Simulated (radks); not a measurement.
The numbers below are computed, except where a source is named.
Problem. The mean radii <r> (bohr) of the occupied orbitals of an atom or ion are listed with their occupations. Code: a radial shooting solver on a logarithmic mesh with Libxc functionals. Model: scalar-relativistic Kohn-Sham, PBE, spin-polarised, spherical densities, finite nucleus; Fermi nuclear charge, rms radius of each element as measured or else 0.836 A^(1/3) + 0.57 fm.

orbital  occ.      <r>
1s          2  0.02768
2s          2   0.1131

Name the element and its charge. Open shells, if any, are filled with parallel spins first.

Solution. Z = 52, tellurium, charge +48: Te48+ in [He] 2s2. The 1s radius gives Z: for a bare nucleus <r> = (2 gamma + 1)/(2Z) with gamma = sqrt(1 - (Z/c)^2), 0.02741 bohr for Z = 52, and screening makes it slightly larger (0.02768 here). The occupations add up to 4, and the charge is Z minus that.
